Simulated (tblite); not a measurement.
Start geometry of `C#C[C]1CCS1(=O)=O` [radical] from a force field or distance geometry (Å):
```
atom  x, y, z in Å
C1     2.611   -0.194    0.102
C2     1.515   -0.052   -0.415
C3     0.218    0.112   -1.022
C4    -0.700   -1.004   -0.597
C5    -0.916   -0.231    0.715
S6    -0.707    1.326   -0.102
O7     0.134    2.329    0.617
O8    -1.906    1.886   -0.782
H9     3.577   -0.311    0.553
H10   -1.616   -1.132   -1.207
H11   -0.120   -1.942   -0.443
H12   -0.135   -0.506    1.443
H13   -1.961   -0.281    1.119
```

Question: What comes out of this run: GFN2-xTB geometry optimisation, gas phase (tblite 0.8.0)?

Answer: 
```
atom  x, y, z in Å
C1     3.0075   -0.0284   -0.8692
C2     1.8334   -0.0645   -0.5384
C3     0.5416   -0.0282   -0.1646
C4    -0.5063   -1.0758    0.0114
C5    -1.6705   -0.1875    0.4544
S6    -0.5775    1.2908    0.3257
O7    -0.2579    1.8758    1.5965
O8    -0.9439    2.1730   -0.7452
H9     4.0159   -0.0159   -1.1576
H10   -0.7056   -1.6162   -0.9192
H11   -0.2220   -1.8181    0.7638
H12   -2.0188   -0.3615    1.4657
H13   -2.5002   -0.1431   -0.2410
```

The energy falls by 25.9 kcal/mol over 82 L-BFGS steps, the largest force on an atom goes from 4.47 to 0.009 eV/Å, and the atoms move by 1.151 Å rms after alignment. The bond that changes most is C2–C3 (ends: carbon bonded to 2 C; carbon bonded to 2 C and S), which shortens by 0.096 Å. Bonds longer at the end by more than 0.005 Å: 2 of 13; shorter: 10. Among the angles that change most is C2–C3–S6, from 109.1° to 133.9°. Among the dihedrals that turn most is C2–C3–C4–H10, from -164° to -60°. Rotational constants go from 3156, 1705, 1332 to 2871, 1490, 1226 MHz. The orientation of the end geometry is arbitrary; only internal coordinates are fixed.

On one thread of an Arm Neoverse V2, shared host with 96 logical CPUs at a one-minute load of 21, this took 0.4 s.

Its GFN2-xTB frequencies are all real (lowest 40 cm⁻¹). 3 starts were optimised and ended at 0.00, 0.00 and 0.03 kcal/mol (GFN2-xTB); the lowest of these is shown.

All values are computed, not measured.
